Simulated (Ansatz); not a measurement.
The same redistribution along the group Ti, Zr, Hf.

Gas-phase electronic energies from Ansatz, PBE0-D4/def2-TZVP geometries. CBS: MP2 limit from def2 TZ/QZ plus the TZ coupled-cluster correction, frozen cores. Functionals use def2-TZVPP. B3LYP here is the variant with VWN-RPA as its local correlation; programs differ in this. Elements past krypton have def2 core potentials. For Hf, I, Ti, Zr outer-core shells are correlated without core-valence functions, which leaves a few kJ/mol of doubt a bond. Scalar relativity is left out up to krypton.

| reaction | B3LYP-D4 (kJ/mol) |
| --- | --- |
| `[Cl][Ti]([Cl])([Cl])[I]` + `F[C@H]1O[C@H]1[SiH3]` → `[F][Ti]([Cl])([Cl])[Cl]` + `[SiH3][C@H]1O[C@@H]1I` | -31 |
| `[Cl][Zr]([Cl])([Cl])[I]` + `F[C@H]1O[C@H]1[SiH3]` → `[F][Zr]([Cl])([Cl])[Cl]` + `[SiH3][C@H]1O[C@@H]1I` | -36 |
| `[Cl][Hf]([Cl])([Cl])[I]` + `F[C@H]1O[C@H]1[SiH3]` → `[F][Hf]([Cl])([Cl])[Cl]` + `[SiH3][C@H]1O[C@@H]1I` | -42 |

(1) Give the CCSD(T)/CBS values in the same order. (Best estimate.)

Largest T1 diagnostic: 0.024, for `[F][Ti]([Cl])([Cl])[Cl]`.

Answers

(1) Ansatz gave: -26, -35, -40 kJ/mol.
